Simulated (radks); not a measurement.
Values are calculated unless marked as measured or tabulated.
The palladium ion Pd2+ inside a hard spherical wall (all orbitals vanish at R), configuration held at [Kr] 4d8 and not refilled when levels cross. Level of theory: scalar-relativistic Kohn-Sham, PBEsol, spin-unpolarised, spherical densities, point nucleus (a radial shooting solver on a logarithmic mesh with Libxc functionals). Eigenvalues in eV, with the zero of energy where the potential of the charges vanishes at infinity; a dash marks a level that is unbound or too diffuse for the functional's potential to be trusted. A positive occupied level is held by the wall or, in an anion where self-interaction has pushed it up, behind a barrier. The pressure on the wall is -dE/dV.

\begin{tabular}{lrrrrrrrrr}
R (bohr) & E (hartree) & kinetic (hartree) & e(3d) & e(4s) & e(4p) & e(4d) & e(5s, empty) & e(5p, empty) & pressure (GPa) \\ \hline
free & -5042.33202 & 5229.904 & -351.02 & -110.39 & -76.031 & -27.320 & -20.166 & -13.924 & 0 \\
20 & -5042.33202 & 5229.904 & -351.02 & -110.39 & -76.031 & -27.320 & -20.166 & -13.924 & < 0.0001 \\
15 & -5042.33202 & 5229.904 & -351.02 & -110.39 & -76.031 & -27.320 & -20.166 & -13.924 & < 0.0001 \\
12 & -5042.33202 & 5229.904 & -351.02 & -110.39 & -76.031 & -27.320 & -20.166 & -13.924 & < 0.0001 \\
10 & -5042.33202 & 5229.904 & -351.02 & -110.39 & -76.031 & -27.320 & -20.166 & -13.922 & < 0.0001 \\
8 & -5042.33202 & 5229.904 & -351.02 & -110.39 & -76.031 & -27.320 & -20.164 & -13.899 & 0.000227 \\
6 & -5042.33167 & 5229.908 & -351.00 & -110.37 & -76.011 & -27.302 & -20.061 & -13.504 & 0.0554 \\
5 & -5042.32818 & 5229.944 & -350.85 & -110.23 & -75.882 & -27.180 & -19.566 & -12.357 & 0.844 \\
4 & -5042.29295 & 5230.217 & -349.87 & -109.39 & -75.082 & -26.392 & -17.062 & -8.146 & 13.1 \\
3 & -5041.93405 & 5232.318 & -344.39 & -105.03 & -70.913 & -21.863 & -4.171 & 9.316 & 247 \\
1.5 & -5017.18262 & 5330.180 & -243.44 & -25.423 & 14.930 & 80.365 & 279.98 & 315.91 & 86900 \\
\end{tabular}
